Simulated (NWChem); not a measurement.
System: CH₃N₂S anion

Here is an NWChem input.

```
start job
memory heap 200 mb stack 900 mb global 1100 mb
charge -1
geometry units angstroms noautoz
  N      1.159874    -1.172947     0.010874
  C      0.112167    -0.408126     0.015070
  N     -1.134234    -1.061050     0.043918
  S      0.037783     1.354135     0.003703
  H      1.991781    -0.587238     0.025580
  H     -1.088497    -2.018097    -0.290829
  H     -1.893999    -0.509919    -0.331356
end
basis spherical
  N library def2-svpd
  C library def2-svpd
  S library def2-svpd
  H library def2-svpd
end
dft
  xc becke97-d
  disp vdw 2
  iterations 150
  mulliken
end
task dft energy
```

NWChem printed, in part:

```
             Northwest Computational Chemistry Package (NWChem) 7.3.0
             --------------------------------------------------------

 C1  symmetry detected

                             Geometry "geometry" -> ""
                             -------------------------

 Output coordinates in angstroms (scale by  1.889725989 to convert to a.u.)

  No.       Tag          Charge          X              Y              Z
 ---- ---------------- ---------- -------------- -------------- --------------
    1 N                    7.0000     1.16518504    -1.16793910    -0.00033749
    2 C                    6.0000     0.10651608    -0.41852019     0.01547492
    3 N                    7.0000    -1.12981934    -1.08960380     0.05765234
    4 S                   16.0000     0.00625746     1.34246649     0.00546733
    5 H                    1.0000     1.98855099    -0.57013077     0.00551669
    6 H                    1.0000    -1.07373464    -2.04582821    -0.27787080
    7 H                    1.0000    -1.90159216    -0.54958335    -0.30917656

 Effective nuclear repulsion energy (a.u.)     145.3388012157

                                 NWChem DFT Module
                                 -----------------

 Summary of "ao basis" -> "ao basis" (spherical)
 ------------------------------------------------------------------------------
       Tag                 Description            Shells   Functions and Types
 ---------------- ------------------------------  ------  ---------------------
 N                         def2-svpd                 8       20   4s2p2d
 C                         def2-svpd                 8       20   4s2p2d
 S                         def2-svpd                11       27   5s4p2d
 H                         def2-svpd                 4        8   2s2p

            General Information
            -------------------
          SCF calculation type: DFT
          Wavefunction type:  closed shell.
          No. of atoms     :     7
          No. of electrons :    40
           Alpha electrons :    20
            Beta electrons :    20
          Charge           :    -1
          Spin multiplicity:     1
          Use of symmetry is: off; symmetry adaption is: off
          Maximum number of iterations: 150
          AO basis - number of functions:   111
                     number of shells:    47
          Convergence on energy requested:  1.00D-06
          Convergence on density requested:  1.00D-05
          Convergence on gradient requested:  5.00D-04

              XC Information
              --------------
                   Becke 97-D Method XC Functional
                  Becke 1997-D Exchange Functional  1.000
                Becke 1997-D Correlation Potential  1.000

             Grid Information
             ----------------
          Grid used for XC integration:  medium
          Radial quadrature: Mura-Knowles
          Angular quadrature: Lebedev.
          Tag              B.-S. Rad. Rad. Pts. Rad. Cut. Ang. Pts.
          ---              ---------- --------- --------- ---------
          N                   0.65       49          11.0       434
          C                   0.70       49          10.0       434
          S                   1.00       88          11.0       590
          H                   0.35       45          12.0       434
          Grid pruning is: on
          Number of quadrature shells:   370
          Spatial weights used:  Erf1

      Superposition of Atomic Density Guess
      -------------------------------------

 Sum of atomic energies:        -544.96364392

 Renormalizing density from      39.00 to     40

      Non-variational initial energy
      ------------------------------

 Total energy =    -555.337457
 1-e energy   =   -1063.718191
 2-e energy   =     363.041933
 HOMO         =       0.031325
 LUMO         =       0.233592

     ---------------------------------------------
      Total Density - Mulliken Population Analysis
     ---------------------------------------------

    Atom       Charge   Shell Charges
 -----------   ------   -------------------------------------------------------
    1 N    7     7.89   1.99  1.03  0.57  0.33  2.36  1.59  0.01 -0.00
    2 C    6     4.84   1.99  0.87  0.16 -0.10  1.39  0.58  0.07 -0.11
    3 N    7     7.13   1.99  0.99  0.39 -0.00  2.26  1.50  0.01 -0.02
    4 S   16    17.18   2.00  1.98  1.05  0.86  0.05  5.91  1.54  3.10  0.62  0.02  0.05
    5 H    1     0.91   0.68  0.16  0.04  0.03
    6 H    1     1.04   0.67  0.26  0.04  0.07
    7 H    1     1.02   0.66  0.27  0.04  0.04

   convergence    iter        energy       DeltaE   RMS-Dens  Diis-err
 ---------------- ----- ----------------- --------- --------- ---------
 d= 0,ls=0.0,diis     1   -547.1478064517 -6.92D+02  2.69D-02  1.58D+00
 d= 0,ls=0.0,diis     2   -546.5901589140  5.58D-01  2.17D-02  6.22D+00
 d= 0,ls=0.0,diis     3   -547.3136428515 -7.23D-01  1.91D-02  3.73D-01
 d= 0,ls=0.0,diis     4   -547.3433620795 -2.97D-02  9.34D-03  1.14D-01
 d= 0,ls=0.0,diis     5   -547.3563755531 -1.30D-02  1.40D-03  1.25D-02
  Resetting Diis
 d= 0,ls=0.0,diis     6   -547.3582485782 -1.87D-03  3.94D-04  7.62D-04
 d= 0,ls=0.0,diis     7   -547.3583824568 -1.34D-04  3.69D-04  9.05D-05
 d= 0,ls=0.0,diis     8   -547.3583541937  2.83D-05  2.40D-04  3.40D-04
 d= 0,ls=0.0,diis     9   -547.3583921311 -3.79D-05  3.16D-05  2.77D-06
 d= 0,ls=0.0,diis    10   -547.3583924413 -3.10D-07  8.99D-06  2.89D-07

         Total DFT energy =     -547.358392441315
      One electron energy =    -1048.938693248615
           Coulomb energy =      402.378847632350
    Exchange-Corr. energy =      -46.133874209874
 Nuclear repulsion energy =      145.338801215700

    Dispersion correction =       -0.003473830876

 Numeric. integr. density =       39.999998285074

                       DFT Final Molecular Orbital Analysis
                       ------------------------------------

 Vector   18  Occ=2.000000D+00  E=-3.563891D-02
              MO Center= -2.0D-01, -9.1D-01,  7.2D-02, r^2= 2.6D+00
   Bfn.  Coefficient  Atom+Function         Bfn.  Coefficient  Atom+Function
  ----- ------------  ---------------      ----- ------------  ---------------
    44      0.673242  3 N  s                 47     -0.435314  3 N  pz
    24     -0.379515  2 C  s                  7      0.336334  1 N  pz
    50      0.285875  3 N  pz                 4      0.259476  1 N  s
    97     -0.243844  6 H  s                105     -0.211619  7 H  s
    10     -0.210289  1 N  pz                23     -0.209295  2 C  s

 Vector   19  Occ=2.000000D+00  E= 1.071573D-02
              MO Center=  2.1D-01,  8.2D-01, -9.3D-03, r^2= 2.9D+00
   Bfn.  Coefficient  Atom+Function         Bfn.  Coefficient  Atom+Function
  ----- ------------  ---------------      ----- ------------  ---------------
    74      0.493408  4 S  pz                71      0.394782  4 S  pz
     7      0.283328  1 N  pz                68      0.221339  4 S  pz
    10     -0.182326  1 N  pz                77      0.144397  4 S  pz
    72      0.076008  4 S  px               105      0.073841  7 H  s
    44     -0.063009  3 N  s                 37      0.062011  2 C  d -1

 Vector   20  Occ=2.000000D+00  E= 1.542040D-02
              MO Center=  8.0D-02,  1.0D+00,  1.3D-02, r^2= 2.7D+00
   Bfn.  Coefficient  Atom+Function         Bfn.  Coefficient  Atom+Function
  ----- ------------  ---------------      ----- ------------  ---------------
    72      0.563936  4 S  px                69      0.414762  4 S  px
     4      0.330141  1 N  s                 66      0.234106  4 S  px
    89     -0.212852  5 H  s                 75      0.206069  4 S  px
     6      0.200175  1 N  py                44      0.159965  3 N  s
    24     -0.147322  2 C  s                 43      0.143172  3 N  s

 Vector   21  Occ=0.000000D+00  E= 1.521914D-01
              MO Center= -1.2D+00, -7.6D-01, -7.5D-01, r^2= 7.2D+00
   Bfn.  Coefficient  Atom+Function         Bfn.  Coefficient  Atom+Function
  ----- ------------  ---------------      ----- ------------  ---------------
    44      2.867106  3 N  s                 97     -1.424265  6 H  s
    24     -1.317462  2 C  s                105     -1.303634  7 H  s
    65      1.260609  4 S  s                  4      1.223565  1 N  s
    89     -0.844513  5 H  s                102     -0.709409  6 H  py
   109     -0.630098  7 H  px                76     -0.583303  4 S  py

 Vector   22  Occ=0.000000D+00  E= 1.721414D-01
              MO Center=  1.1D-01,  1.9D-01,  3.5D-01, r^2= 7.1D+00
   Bfn.  Coefficient  Atom+Function         Bfn.  Coefficient  Atom+Function
  ----- ------------  ---------------      ----- ------------  ---------------
    24      2.586400  2 C  s                 44     -1.538118  3 N  s
    65     -1.457377  4 S  s                 76      1.144779  4 S  py
     4     -1.008399  1 N  s                105      0.648305  7 H  s
    89      0.532591  5 H  s                 97      0.450844  6 H  s
    27      0.418191  2 C  pz                77     -0.407290  4 S  pz

 Vector   23  Occ=0.000000D+00  E= 1.753018D-01
              MO Center= -1.3D-01,  2.7D+00,  1.5D-01, r^2= 7.7D+00
   Bfn.  Coefficient  Atom+Function         Bfn.  Coefficient  Atom+Function
  ----- ------------  ---------------      ----- ------------  ---------------
    24      3.547825  2 C  s                 76      1.887779  4 S  py
    64     -1.149919  4 S  s                 65     -1.005756  4 S  s
    29      0.768275  2 C  py               105     -0.563566  7 H  s
    23     -0.548298  2 C  s                 44      0.465175  3 N  s
    89     -0.410571  5 H  s                 73      0.397396  4 S  py

     ---------------------------------------------
      Total Density - Mulliken Population Analysis
     ---------------------------------------------

[...]
```

Level: B97-D/def2-SVPD. Coordinates come from a B3LYP/def2-SVPD optimisation. The highest occupied level is positive, so the extra electron may be held by the finite basis.
